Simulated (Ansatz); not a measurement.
BClFH₂InO (`FB(Cl)[O][InH2]`) at its PBE0-D4/def2-TZVP geometry, where that method's forces vanish. The species carries charge 0 and has multiplicity 1. In takes the def2 core potential.

```
atom   x (Å)   y (Å)   z (Å)
  F1  -0.333   1.647   0.680
  B2  -1.116   0.780   0.001
 Cl3  -2.773   1.320  -0.296
  O4  -0.653  -0.380  -0.402
 In5   1.263  -0.979  -0.047
  H6   1.345  -1.856   1.406
  H7   2.268  -0.531  -1.343
```

(1) For each bond, give half the difference of the two atoms' forces along it (eV/Å; positive pushes the atoms apart) under PBE-D4, r2SCAN-D4, B3LYP-D4, ωB97M-V in def2-TZVPP. (An estimate is asked.)

Results:

(1) The calculation gave: 
```tsv
bond	length (Å)	PBE-D4	r2SCAN-D4	B3LYP-D4	ωB97M-V
F1–B2	1.352	0.36	0.08	0.17	0.19
B2–Cl3	1.767	-0.04	0.01	0.10	0.02
B2–O4	1.313	0.42	0.16	-0.03	0.05
O4–In5	2.038	0.15	0.01	0.18	-0.02
In5–H6	1.700	0.02	-0.04	-0.02	-0.06
In5–H7	1.700	0.02	-0.04	-0.02	-0.06
```

B3LYP here is the variant with VWN-RPA as its local correlation; programs differ in this.

Computed with Ansatz.
